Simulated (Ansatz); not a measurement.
`BBC=N` + `N=C(O)[SiH3]` → `BBC(=N)O` + `N=C[SiH3]`  (redistribution)

Gas-phase electronic energies from Ansatz, PBE0-D4/def2-TZVP geometries. CCSD(T)/CBS is the MP2 limit (def2-TZVPP, def2-QZVPP) plus CCSD(T) − MP2 in def2-TZVPP, frozen cores. One conformer a species, not always the lowest.

```
       species  HF/def2-SVP energy (Eh)
       `BBC=N`               -144.40707
`N=C(O)[SiH3]`               -458.78356
    `BBC(=N)O`               -219.22868
   `N=C[SiH3]`               -383.96041
```

Question: Work out ΔE.

Answer: ΔE = (-219.22868) + (-383.96041) − (-144.40707) − (-458.78356) = 0.00154 Eh = +4.0 kJ/mol. CCSD(T)/CBS gives +15.3 kJ/mol.

Question: What do rigid-rotor, harmonic-oscillator terms from PBE0-D4/def2-TZVP frequencies (298.15 K, 1 bar) make of the CCSD(T)/CBS value? (Estimate.)

Answer: Ansatz gave: ΔZPE = -1.9 kJ/mol, ΔH = +13.7 kJ/mol, ΔS = 6 J/(mol·K), ΔG = +12.0 kJ/mol. Modes under 50 cm⁻¹ make the entropy rough.

Largest T1 diagnostic among the species: 0.015.

At CCSD(T), def2-SVP lies −5.8 kJ/mol from the extrapolated value and def2-TZVPP −1.8 kJ/mol. From PBE to PBE0 (25 % exact exchange), in def2-TZVPP and without D4, ΔE moves by −3.4 kJ/mol.
